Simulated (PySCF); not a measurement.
Compound: C13H12.
Atom-mapped SMILES: `[CH:1]#[C:2][C@@:3]1([CH3:4])[CH2:5][C@@:6]12[CH:7]=[CH:8][CH:9]=[C:10]2[C:11]#[C:12][CH3:13]`

Probes without a nucleus sit at each ring's centroid and 1 Å off its mean plane on both sides; NICS is minus the shielding there, NICSzz its component along the normal. Level: GIAO PBE/pcSseg-1 (PySCF, non-relativistic, gas phase) on the PBE0-D3(BJ)/def2-SVP geometry, one conformer.

Ring bond lengths (Å): C3–C5 1.492, C5–C6 1.513, C6–C3 1.558; C6–C7 1.474, C7–C8 1.355, C8–C9 1.450, C9–C10 1.368, C10–C6 1.494.

Question: Give the NICS values of each ring in ppm.

Answer: 
```json
{"ring": "C3–C5–C6", "type": "3-membered carbocycle; formal bonds all single", "NICS(0)": "-40.9", "NICS(1), two faces": "-6.0 / -6.8", "NICS(1)zz, two faces": "-19.5 / -20.8", "rms pucker (Å)": "0.00", "centre to ring atoms, mean (Å)": "0.88"}
{"ring": "C6–C7–C8–C9–C10", "type": "5-membered carbocycle; formal bonds 2 double, 3 single", "NICS(0)": "-3.1", "NICS(1), two faces": "-5.0 / -5.0", "NICS(1)zz, two faces": "-9.2 / -9.1", "rms pucker (Å)": "0.00", "centre to ring atoms, mean (Å)": "1.21"}
```

Question: What do they say, and how far can they be read as aromaticity?

Answer: 
- C3–C5–C6: mean NICS(1)zz -20.2 ppm, shielded. C3, C5, C6 have four or more neighbours, and the NICS criterion for π rings isn't applied. NICS(0) lies 34 ppm below the mean NICS(1).
- C6–C7–C8–C9–C10: mean NICS(1)zz -9.1 ppm, shielded. C6 has four or more neighbours, and the NICS criterion for π rings isn't applied.

Question: At the first NICS(1) probe listed for ring C6–C7–C8–C9–C10, 1 Å off the ring, how large is the induced field along the normal in 11.7 T applied along it?

Answer: NICSzz × B0 = -9.2 ppm × 11.7 T = -108 μT, against the applied field.

Question: Give the inner angles of the rings.

Answer: 
- C3–C5–C6: C3 59.4°, C5 62.5°, C6 58.1°; sum 180.0° against 180° for a flat convex ring.
- C6–C7–C8–C9–C10: C6 105.2°, C7 108.7°, C8 109.3°, C9 109.7°, C10 107.2°; sum 540.0° against 540° for a flat convex ring.

Question: How do the values depend on the level or the medium?

Answer: 
```
             level  NICS(0), C3–C5–C6  mean NICS(1)zz, C3–C5–C6  NICS(0), C6–C7–C8–C9–C10  mean NICS(1)zz, C6–C7–C8–C9–C10
 PBE/pcSseg-1, gas              -40.9                     -20.2                      -3.1                             -9.1
PBE0/pcSseg-1, gas              -41.6                     -21.0                      -3.4                             -9.5
```

The geometry is the same throughout.

Time: 2.6 min wall, 5.7 min CPU; peak memory 1.7 GiB. Hardware: 2 threads of an AMD EPYC, no GPU (shared host). This is the whole shielding run at PBE/pcSseg-1, SCF included.
